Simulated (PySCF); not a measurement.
Continuum solvent and chemical shifts

Structure with atom numbers: `[CH3:1][O:2][C@@H:3]1[CH2:4][O:5][CH:6]=[C:7]1[F:8]`; H(Xn) means a hydrogen on atom n. Ha(C4) is cis to O2 on the ring; Hb(C4) is trans to O2 on the ring.

GIAO PBE0/pcSseg-1 in PySCF 2.14.0 with density-fitted response routines on one PBE0-D3(BJ)/def2-SVP conformer, non-relativistic, equivalent nuclei averaged. Solvents enter as an IEF-PCM continuum (chloroform with ε = 4.7, acetone with ε = 20.5) around the gas-phase geometry. Shifts are referred to TMS, CFCl3 computed in the same medium.

In chloroform, δ in ppm: C7 159.5, C6 140.7, C3 80.1, C4 78.0, C1 58.1, F8 -186.8, H(C6) 6.72, Hb(C4) 4.39, H(C3) 4.30, Ha(C4) 4.20, H(C1) 3.48. Dipole moment 1.57 D.

Question: How does each δ change in the more polar medium?

Answer: 
| atoms | environment | Δδ, acetone |
| --- | --- | --- |
| C7 | β carbon of an enol-ether or enamine type C=C | +0.5 |
| C6 | alkene carbon bearing oxygen | +0.4 |
| C3 | allylic sp3 CH bonded to O | +0.1 |
| C4 | sp3 CH2 bonded to O | +0.4 |
| C1 | methyl carbon bonded to O | +0.2 |
| F8 | vinylic fluorine | +0.1 |
| H(C6) | hydrogen on an alkene carbon bearing oxygen | +0.06 |
| Hb(C4) | hydrogen on an sp3 CH2 bonded to O | +0.08 |
| H(C3) | hydrogen on an allylic sp3 CH bonded to O | +0.09 |
| Ha(C4) | hydrogen on an sp3 CH2 bonded to O | 0.00 |
| H(C1) | hydrogen on a methyl carbon bonded to O | +0.02 |

Changes are relative to chloroform. The dipole moment becomes 1.70 D in acetone.

Question: Which nuclei move most (in ppm), and what does the model miss?

Answer: C7 (β carbon of an enol-ether or enamine type C=C, +0.5 ppm) and C4 (sp3 CH2 bonded to O, +0.4 ppm) in acetone. A continuum only polarises the solute; specific hydrogen bonds, the anisotropy of aromatic solvents and changes of geometry or conformer are outside it.
